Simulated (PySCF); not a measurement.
Computed with B3LYP in PySCF with Bi def2-SVP with ECP60, I def2-SVP with ECP28; scalar-relativistic core potentials, no spin–orbit coupling; density-fitted integrals. Open shells, if any, are unrestricted.

What shape and geometry does isolated singlet BiI₃ take (every ligand bound to Bi)?

Counting electrons, bismuth keeps 2 of its valence electrons outside its bonds, so the VSEPR class is AX3E1 and the expected shape is trigonal pyramidal (C3v), as computed. The lowest minimum found is a singlet of C3v symmetry with Bi–I 2.856 Å (×3); I–Bi–I 101.8° (×3). Its harmonic wavenumbers are 49 (e), 58 (a1), 162 (e), 162 (a1) cm⁻¹ and its dipole moment is 2.80 D.

With an element this heavy the missing spin–orbit coupling can shift these numbers.
